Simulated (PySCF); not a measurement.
Atomic charges against the basis set

C5H11B.
Cartesian coordinates in Å at the PBE0-D3(BJ)/def2-SVP level; atoms count from 1:
```xyz
17
C5H11B angstrom
C      2.4777   -0.0454   -0.2334
C      1.4759   -0.7296    0.3292
C      0.4539   -0.1657    1.2716
B     -0.7544    0.1502    0.2922
C     -1.6592   -1.0107   -0.2627
C     -0.9976    1.6384   -0.1520
H      3.1575   -0.5176   -0.9472
H      2.6615    1.0061    0.0113
H      1.3368   -1.7791    0.0400
H      0.1792   -0.9208    2.0262
H      0.8426    0.7322    1.7756
H     -1.5118   -1.0850   -1.3556
H     -2.7243   -0.7484   -0.1373
H     -1.4850   -2.0032    0.1781
H     -0.0484    2.1527   -0.3754
H     -1.4248    2.1740    0.7174
H     -1.6884    1.7693   -0.9978
```

PBE0 throughout (PySCF), one geometry, spherical d and f functions. Geometry: PBE0-D3(BJ)/def2-SVP, one conformer, isolated molecule. Atoms taken as equivalent share a column and are averaged. The first 7 of 10 kinds of atom are listed.

Mulliken charges (e):

| basis | functions | C1 | C2 | C3 | B4 | C5/C6 | H7 | H8 |
| --- | --- | --- | --- | --- | --- | --- | --- | --- |
| STO-3G | 41 | -0.179 | -0.081 | -0.254 | +0.340 | -0.340 | +0.079 | +0.076 |
| 6-31G | 76 | -0.347 | -0.139 | -0.562 | +0.668 | -0.719 | +0.156 | +0.152 |
| 6-31G* | 106 | -0.388 | -0.124 | -0.516 | +0.511 | -0.699 | +0.168 | +0.163 |
| def2-SVP | 139 | -0.078 | -0.167 | -0.004 | -0.080 | -0.118 | +0.051 | +0.043 |
| 6-311+G(2d,p) | 228 | -0.389 | +0.131 | -0.629 | +0.681 | -0.703 | +0.121 | +0.112 |
| def2-TZVP | 252 | -0.289 | -0.122 | -0.246 | +0.153 | -0.450 | +0.127 | +0.119 |

IAO charges (e):

```tsv
basis	functions	C1	C2	C3	B4	C5/C6	H7	H8
STO-3G	41	-0.274	-0.129	-0.379	+0.316	-0.521	+0.134	+0.127
6-31G	76	-0.333	-0.111	-0.412	+0.352	-0.580	+0.151	+0.142
6-31G*	106	-0.323	-0.104	-0.401	+0.355	-0.562	+0.146	+0.137
def2-SVP	139	-0.319	-0.100	-0.398	+0.348	-0.553	+0.143	+0.134
6-311+G(2d,p)	228	-0.341	-0.107	-0.413	+0.358	-0.581	+0.153	+0.143
def2-TZVP	252	-0.341	-0.107	-0.413	+0.358	-0.581	+0.152	+0.143
```

Hirshfeld charges (e):

| basis | functions | C1 | C2 | C3 | B4 | C5/C6 | H7 | H8 |
| --- | --- | --- | --- | --- | --- | --- | --- | --- |
| STO-3G | 41 | -0.075 | -0.018 | -0.077 | +0.191 | -0.113 | +0.025 | +0.024 |
| 6-31G | 76 | -0.114 | -0.025 | -0.126 | +0.193 | -0.176 | +0.043 | +0.041 |
| 6-31G* | 106 | -0.113 | -0.027 | -0.127 | +0.189 | -0.176 | +0.043 | +0.041 |
| def2-SVP | 139 | -0.111 | -0.023 | -0.141 | +0.200 | -0.192 | +0.043 | +0.041 |
| 6-311+G(2d,p) | 228 | -0.112 | -0.035 | -0.146 | +0.197 | -0.191 | +0.044 | +0.044 |
| def2-TZVP | 252 | -0.114 | -0.032 | -0.146 | +0.199 | -0.195 | +0.045 | +0.044 |

Which scheme is steadiest as the basis changes?

Largest range over the bases for any column: IAO 0.07 e, Hirshfeld 0.08 e, Mulliken 0.76 e. IAO charges move least and Mulliken charges most, counted in e. Without the minimal STO-3G basis the ranges are IAO 0.03, Hirshfeld 0.02, Mulliken 0.76 e.

How much do the charges still move between the two largest bases, 6-311+G(2d,p) and def2-TZVP?

At most, over all atoms: Mulliken 0.528 e, IAO 0.001 e, Hirshfeld 0.004 e.

What do the same runs give for the total energy, the frontier levels and the dipole moment?

| basis | energy (Eh) | HOMO (eV) | LUMO (eV) | μ (D) |
| --- | --- | --- | --- | --- |
| STO-3G | -219.0676 | -5.23 | 2.17 | 0.32 |
| 6-31G | -221.6583 | -6.79 | -0.21 | 0.37 |
| 6-31G* | -221.6998 | -6.75 | -0.25 | 0.33 |
| def2-SVP | -221.5506 | -6.97 | -0.49 | 0.39 |
| 6-311+G(2d,p) | -221.7697 | -7.04 | -0.65 | 0.40 |
| def2-TZVP | -221.7849 | -7.02 | -0.59 | 0.39 |
